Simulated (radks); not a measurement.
Task: The mean radii <r> (bohr) of the occupied orbitals of an atom or ion are listed with their occupations. Calculated with a radial shooting solver on a logarithmic mesh with Libxc functionals: non-relativistic Kohn-Sham, r2SCAN, spin-polarised, spherical densities, point nucleus; meta-GGA in the generalised Kohn-Sham scheme.

| orbital | occ. | <r> |
|---|---|---|
| 1s down | 1 | 0.03464 |
| 1s up | 1 | 0.03464 |
| 2s up | 1 | 0.1508 |
| 2s down | 1 | 0.1508 |
| 2p up | 3 | 0.1292 |
| 2p down | 3 | 0.1292 |
| 3s up | 1 | 0.4137 |
| 3s down | 1 | 0.4137 |
| 3p up | 3 | 0.4076 |
| 3p down | 3 | 0.4076 |
| 3d up | 5 | 0.3835 |
| 3d down | 5 | 0.3835 |
| 4s up | 1 | 1.044 |
| 4s down | 1 | 1.038 |
| 4p up | 3 | 1.124 |
| 4p down | 3 | 1.117 |
| 4d up | 5 | 1.410 |

Name the element and its charge. Open shells, if any, are filled with parallel spins first.

Result: Z = 44, ruthenium, charge +3: Ru3+ in [Kr] 4d5. The 1s radius gives Z: for a bare nucleus <r> = 1.5/Z, 0.03409 bohr for Z = 44, and screening makes it slightly larger (0.03464 here). The occupations add up to 41, and the charge is Z minus that.
